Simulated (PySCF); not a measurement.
SMILES CC(=O)OC(C)C[O] (C5H9O3), doublet, GFN2-xTB optimised geometry.

```
17

C      0.04     0.33     0.00
C     -0.46    -0.36     1.24
O     -1.12    -1.36     1.26
O     -0.06     0.29     2.34
C     -0.47    -0.21     3.61
C     -1.34     0.82     4.32
C      0.80    -0.52     4.43
O      0.64    -0.84     5.69
H     -0.33    -0.19    -0.88
H     -0.30     1.36     0.00
H      1.12     0.33     0.00
H     -1.04    -1.14     3.46
H     -0.84     1.78     4.33
H     -2.30     0.92     3.82
H     -1.50     0.49     5.35
H      1.41    -1.29     3.90
H      1.49     0.36     4.34
```

Density from unrestricted CAM-B3LYP/def2-SVP in PySCF at that geometry.

Minimum of the electron density along straight lines between bonded atoms, close to the bond critical point (lines longer than 1.1 times the sum of covalent radii, or with two minima, are not listed):

```tsv
bond	length / Å	ρ at the minimum / e bohr⁻³	∇²ρ there / e bohr⁻⁵	position (fraction from the first atom)
C1–C2	1.505	0.262	-0.66	0.48
C2–O3	1.201	0.423	0.33	0.33
C2–O4	1.341	0.303	-0.40	0.34
O4–C5	1.433	0.238	-0.29	0.66
C5–C6	1.524	0.251	-0.59	0.51
C5–C7	1.542	0.251	-0.61	0.50
C7–O8	1.303	0.331	-0.12	0.33
C1–H9	1.085	0.280	-1.07	0.64
C1–H10	1.087	0.276	-1.04	0.64
C1–H11	1.087	0.276	-1.03	0.64
C5–H12	1.099	0.285	-1.12	0.65
C6–H13	1.088	0.277	-1.03	0.63
C6–H14	1.086	0.278	-1.04	0.63
C6–H15	1.087	0.278	-1.05	0.64
C7–H16	1.121	0.259	-0.91	0.63
C7–H17	1.123	0.256	-0.89	0.63
```
